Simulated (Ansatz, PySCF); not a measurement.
CH3Cl2Si, SMILES C[Si](Cl)Cl (connectivity only; charge and spin as stated), charge +1, multiplicity 1. Atoms are numbered in the order given.

```xyz
7

C     -2.0833    -0.5237    -0.0323
Si    -0.3222    -0.0806    -0.0162
Cl     1.0969    -1.4397     0.2403
Cl     0.2839     1.7957    -0.2132
H     -2.4652    -0.4401     1.0037
H     -2.2189    -1.5640    -0.3685
H     -2.6519     0.1771    -0.6648
```
Charge +1, spin multiplicity 1.

The structure is a stationary point at r2SCAN-D4/def2-SVP. The multiplicity is an assumed one; other spin states were not compared. The isomer is the one that the SMILES or the coordinates give; other isomers of the formula were not compared.

Two levels are set side by side: PBE-D3(BJ)/def2-SVP (Ansatz, an electronic-structure program) and r2SCAN-D4/def2-SVP (Ansatz). Each level has its own optimised geometry; the coordinates shown are those of the second. Frequencies come from the Hessian of PySCF at each geometry. Differences are taken from unrounded values.

| quantity | r2SCAN-D4 |
|---|---|
| mean bond length (Å) | 1.515 |
| bond C1–Si2 (Å) | 1.816 |
| bond Si2–Cl3 (Å) | 1.982 |
| bond Si2–Cl4 (Å) | 1.982 |
| bond C1–H5 (Å) | 1.107 |
| bond C1–H6 (Å) | 1.102 |
| bond C1–H7 (Å) | 1.102 |
| highest harmonic wavenumber (cm⁻¹) | 3172 |
| mean harmonic wavenumber (cm⁻¹) | 1170 |
| zero-point energy (kcal/mol) | 25.08 |

Question: What does PBE-D3(BJ) give, and how far is it from r2SCAN-D4? (An estimate is asked for; the answer gives what the named calculation found.)

Answer: 
```csv
quantity,PBE-D3(BJ),PBE-D3(BJ) minus r2SCAN-D4
mean bond length (Å),1.525,0.010
bond C1–Si2 (Å),1.830,0.014
bond Si2–Cl3 (Å),1.994,0.012
bond Si2–Cl4 (Å),1.994,0.012
bond C1–H5 (Å),1.115,0.007
bond C1–H6 (Å),1.109,0.007
bond C1–H7 (Å),1.109,0.007
highest harmonic wavenumber (cm⁻¹),3104,-68
mean harmonic wavenumber (cm⁻¹),1140,-30
zero-point energy (kcal/mol),24.44,-0.64
```
